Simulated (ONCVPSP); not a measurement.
Pseudopotential generation for Pb: ONCV, revPBE, scalar-relativistic.

ONCVPSP 4.0.1 was run on this input:

```
# ATOM AND REFERENCE CONFIGURATION
# atsym  z   nc   nv     iexc    psfile
  Pb 82.00   10    5  -102130      upf
#
#   n    l    f
    1    0    2.00
    2    0    2.00
    2    1    6.00
    3    0    2.00
    3    1    6.00
    3    2   10.00
    4    0    2.00
    4    1    6.00
    4    2   10.00
    4    3   14.00
    5    0    2.00
    5    1    6.00
    5    2   10.00
    6    0    1.00
    6    1    3.00
#
# PSEUDOPOTENTIAL AND OPTIMIZATION
# lmax
    2
#
#   l,   rc,      ep,       ncon, nbas, qcut
    0    1.60    0.00    4    7   10.00
    1    1.45    0.00    4    8   11.90
    2    2.10    0.00    4    8    8.50
#
# LOCAL POTENTIAL
# lloc, lpopt,  rc(5),   dvloc0
    4    5    1.15    6.00
#
# VANDERBILT-KLEINMAN-BYLANDER PROJECTORs
# l, nproj, debl
    0    2    3.00
    1    2    2.70
    2    2    0.90
#
# MODEL CORE CHARGE
# icmod, fcfact, rcfact
    0    0.00    0.00
#
# LOG DERIVATIVE ANALYSIS
# epsh1, epsh2, depsh
   -7.00    5.00    0.04
#
# OUTPUT GRID
# rlmax, drl
    6.00    0.01
#
# TEST CONFIGURATIONS
# ncnf
    4
# nvcnf
#   n    l    f
    5
    5    0    2.00
    5    1    6.00
    5    2   10.00
    6    0    2.00
    6    1    2.00
#
    5
    5    0    2.00
    5    1    6.00
    5    2   10.00
    6    0    2.00
    6    1    1.00
#
    5
    5    0    2.00
    5    1    6.00
    5    2   10.00
    6    0    2.00
    6    1    0.00
#
    5
    5    0    1.00
    5    1    6.00
    5    2   10.00
    6    0    2.00
    6    1    2.00
#
```

Command:

```bash
oncvpsp.x < Pb.dat > Pb.out
```

Output (shortened: citation, most of the input echo, consistency checks and plot data are left out):

```
ONCVPSP  (Optimized Norm-Conservinng Vanderbilt PSeudopotential)
scalar-relativistic version 4.0.1

#   n    l    f        energy (Ha)
    1    0    2.00    -3.2391750E+03
    2    0    2.00    -5.7941120E+02
    2    1    6.00    -4.9687680E+02
    3    0    2.00    -1.3914057E+02
    3    1    6.00    -1.1548147E+02
    3    2   10.00    -9.1388814E+01
    4    0    2.00    -3.1555946E+01
    4    1    6.00    -2.3804735E+01
    4    2   10.00    -1.4842777E+01
    4    3   14.00    -4.9487413E+00
    5    0    2.00    -5.3631861E+00
    5    1    6.00    -3.2202643E+00
    5    2   10.00    -8.3973873E-01
    6    0    1.00    -4.8040600E-01
    6    1    3.00    -1.5287287E-01

Reference configufation results
  iterations    23
  all-electron total energy (Ha)   -2.08820014D+04

Begin loop to  construct optimized pseudo wave functions
and semi-local pseudopoentials for all angular momenta

Calculating optimized projector #   1

 for l=   0

    Fraction of norm inside rc  0.987805
    Optimizing pswf for qcut=   9.99 a_B^-1,  ecut=  49.91 Ha
    Residual kinetic energy error=  6.35D-08 Ha

    Energy error per electron        Cutoff
         Ha          eV             Ha
         0.01000     0.27211       23.66
         0.00100     0.02721       30.75
         0.00010     0.00272       36.54
         0.00001     0.00027       41.21

Calculating optimized projector #   2

 for l=   0

    Fraction of norm inside rc  0.174257
    Optimizing pswf for qcut=   9.99 a_B^-1,  ecut=  49.91 Ha
    Residual kinetic energy error=  8.42D-08 Ha

    Energy error per electron        Cutoff
         Ha          eV             Ha
         0.01000     0.27211       22.15
         0.00100     0.02721       30.46
         0.00010     0.00272       36.87
         0.00001     0.00027       41.83

Calculating optimized projector #   1

 for l=   1

    Fraction of norm inside rc  0.917576
    Optimizing pswf for qcut=  11.89 a_B^-1,  ecut=  70.65 Ha
    Residual kinetic energy error=  3.79D-08 Ha

    Energy error per electron        Cutoff
         Ha          eV             Ha
         0.01000     0.27211       30.29
         0.00100     0.02721       40.74
         0.00010     0.00272       48.80
         0.00001     0.00027       55.34

Calculating optimized projector #   2

 for l=   1

    Fraction of norm inside rc  0.036875
    Optimizing pswf for qcut=  11.89 a_B^-1,  ecut=  70.65 Ha
    Residual kinetic energy error=  4.77D-09 Ha

    Energy error per electron        Cutoff
         Ha          eV             Ha
         0.01000     0.27211       11.99
         0.00100     0.02721       34.01
         0.00010     0.00272       44.64
         0.00001     0.00027       52.79

   Wellstate for l =  2  n =  6
     eigenvalue =   0.0603
     asymptotic potential =   0.5603
     half-point radius = 16.2136

Calculating optimized projector #   1

 for l=   2

    Fraction of norm inside rc  0.929226
    Optimizing pswf for qcut=   8.50 a_B^-1,  ecut=  36.14 Ha
    Residual kinetic energy error=  1.47D-08 Ha

    Energy error per electron        Cutoff
         Ha          eV             Ha
         0.01000     0.27211       18.47
         0.00100     0.02721       22.93
         0.00010     0.00272       26.71
         0.00001     0.00027       29.68

Calculating optimized projector #   2

 for l=   2

    Fraction of norm inside rc  0.010280
    Optimizing pswf for qcut=   8.50 a_B^-1,  ecut=  36.14 Ha
    Residual kinetic energy error=  7.14D-10 Ha

    Energy error per electron        Cutoff
         Ha          eV             Ha
         0.01000     0.27211        9.22
         0.00100     0.02721       15.47
         0.00010     0.00272       20.68
         0.00001     0.00027       25.11

Construct Vanderbilt / Kleinmman-Bylander projectors

B matrix Hermiticity error, ll=   0
   1   2    1.2181E-03

  Orthonormal projector coefficients  1.3710E+01  1.2798E+00

B matrix Hermiticity error, ll=   1
   1   2    4.5278E-04

  Orthonormal projector coefficients  8.7449E+00 -1.5120E-01

B matrix Hermiticity error, ll=   2
   1   2    3.8141E-05

  Orthonormal projector coefficients  2.8794E+00 -4.1067E-01

Pseudoatom total energy -193.079851

Diagnostic tests using Vanderbilt-Kleinman-Bylander pseudopotentials
  1 or more projectors used as specified by nproj input data

   l    rcore       rmatch      e in        delta e   norm test  slope test

   0   1.6015627   1.6501896  -5.3631861   0.0000828   0.9997540   0.9997249
   0   1.6015627   1.6501896  -0.4804060   0.0000212   1.0001529   1.0000422

   1   1.4553795   1.4995679  -3.2202643  -0.0000316   1.0003294   1.0003280
   1   1.4553795   1.4995679  -0.1528729   0.0000059   1.0000425   1.0000647

   2   2.1088760   2.1729061  -0.8397387  -0.0000085   1.0001543   1.0001563
   2   2.1088760   2.1729061   0.0602613  -0.0000102   1.0002564   1.0002564

 Testing for bound ghosts
   n   l    E NL Schr. Eq   E Basis Diag.   E Cutoff

   1   0       -5.363103       -5.363092     74.85
   2   0       -0.480385       -0.466688     74.85

   2   1       -3.220296       -3.220294    143.74
   3   1       -0.152867       -0.034801    143.74

   3   2       -0.839747       -0.839724     77.86

 Testing for highly-localized positive-energy ghosts
       l    <radius>/rc     E Basis Diag.   E Cutoff

       0        0.998737       14.857580     74.85  WARNING - GHOST(+)

Test configuration 0

   n   l     f        eae           eps        diff
   1   0  2.0000-3239.17504203
   2   0  2.0000 -579.41120405
   2   1  6.0000 -496.87679904
   3   0  2.0000 -139.14056549
   3   1  6.0000 -115.48146971
   3   2 10.0000  -91.38881406
   4   0  2.0000  -31.55594556
   4   1  6.0000  -23.80473510
   4   2 10.0000  -14.84277694
   4   3 14.0000   -4.94874128
   5   0  2.0000   -5.36318609   -5.36310324    8.28D-05
   5   1  6.0000   -3.22026432   -3.22029590   -3.16D-05
   5   2 10.0000   -0.83973873   -0.83974727   -8.54D-06
   6   0  1.0000   -0.48040600   -0.48038480    2.12D-05
   6   1  3.0000   -0.15287287   -0.15286701    5.86D-06

    Total energies and differences
      AE_ref= -2.08820014D+04  AE_tst= -2.08820014D+04  dif=  0.00D+00
      PS_ref= -1.93079851D+02  PS_tst= -1.93079851D+02  dif= -9.07D-12
      PSP excitation error=  9.07D-12

Test configuration 1

   n   l     f        eae           eps        diff
   1   0  2.0000-3239.10705890
   2   0  2.0000 -579.34457628
   2   1  6.0000 -496.81024629
   3   0  2.0000 -139.07340821
   3   1  6.0000 -115.41432206
   3   2 10.0000  -91.32177646
   4   0  2.0000  -31.48853714
   4   1  6.0000  -23.73737285
   4   2 10.0000  -14.77549952
   4   3 14.0000   -4.88147066
   5   0  2.0000   -5.29579588   -5.29499947    7.96D-04
   5   1  6.0000   -3.15308244   -3.15274737    3.35D-04
   5   2 10.0000   -0.77726021   -0.77728590   -2.57D-05
   6   0  2.0000   -0.43997777   -0.43991031    6.75D-05
   6   1  2.0000   -0.12590949   -0.12589885    1.06D-05

    Total energies and differences
      AE_ref= -2.08820014D+04  AE_tst= -2.08823223D+04  dif= -3.21D-01
      PS_ref= -1.93079851D+02  PS_tst= -1.93400765D+02  dif= -3.21D-01
      PSP excitation error=  3.57D-05

Test configuration 2

   n   l     f        eae           eps        diff
   1   0  2.0000-3239.39100930
   2   0  2.0000 -579.62761682
   2   1  6.0000 -497.09335996
   3   0  2.0000 -139.35624029
   3   1  6.0000 -115.69716247
   3   2 10.0000  -91.60457738
   4   0  2.0000  -31.77128062
   4   1  6.0000  -24.02010695
   4   2 10.0000  -15.05820334
   4   3 14.0000   -5.16414014
   5   0  2.0000   -5.57822927   -5.57762965    6.00D-04
   5   1  6.0000   -3.43570874   -3.43541208    2.97D-04
   5   2 10.0000   -1.05893212   -1.05895557   -2.34D-05
   6   0  2.0000   -0.70332640   -0.70325153    7.49D-05
   6   1  1.0000   -0.35835824   -0.35832831    2.99D-05

    Total energies and differences
      AE_ref= -2.08820014D+04  AE_tst= -2.08820838D+04  dif= -8.25D-02
      PS_ref= -1.93079851D+02  PS_tst= -1.93162256D+02  dif= -8.24D-02
      PSP excitation error= -5.42D-05

Test configuration 3

   n   l     f        eae           eps        diff
   1   0  2.0000-3239.72733254
   2   0  2.0000 -579.96200715
   2   1  6.0000 -497.42789227
   3   0  2.0000 -139.69017077
   3   1  6.0000 -116.03110776
   3   2 10.0000  -91.93844816
   4   0  2.0000  -32.10497116
   4   1  6.0000  -24.35376487
   4   2 10.0000  -15.39178525
   4   3 14.0000   -5.49763480
   5   0  2.0000   -5.91098523   -5.91087323    1.12D-04
   5   1  6.0000   -3.76858441   -3.76841958    1.65D-04
   5   2 10.0000   -1.38902164   -1.38904967   -2.80D-05
   6   0  2.0000   -1.00398713   -1.00392657    6.06D-05

    Total energies and differences
      AE_ref= -2.08820014D+04  AE_tst= -2.08815941D+04  dif=  4.07D-01
      PS_ref= -1.93079851D+02  PS_tst= -1.92672321D+02  dif=  4.08D-01
      PSP excitation error= -2.53D-04

Test configuration 4

   n   l     f        eae           eps        diff
   1   0  2.0000-3239.82834009
   2   0  2.0000 -580.03636040
   2   1  6.0000 -497.50292177
   3   0  2.0000 -139.75622228
   3   1  6.0000 -116.09713999
   3   2 10.0000  -92.00431404
   4   0  2.0000  -32.16592877
   4   1  6.0000  -24.41340199
   4   2 10.0000  -15.44891440
   4   3 14.0000   -5.54936753
   5   0  1.0000   -5.89155158   -5.91417659   -2.26D-02
   5   1  6.0000   -3.71925999   -3.72987932   -1.06D-02
   5   2 10.0000   -1.27785189   -1.27706896    7.83D-04
   6   0  2.0000   -0.79710924   -0.79794586   -8.37D-04
   6   1  2.0000   -0.41478829   -0.41514671   -3.58D-04

    Total energies and differences
      AE_ref= -2.08820014D+04  AE_tst= -2.08767399D+04  dif=  5.26D+00
      PS_ref= -1.93079851D+02  PS_tst= -1.87802889D+02  dif=  5.28D+00
      PSP excitation error= -1.55D-02
```

The run took about 4.1 s on one core of a shared server CPU.
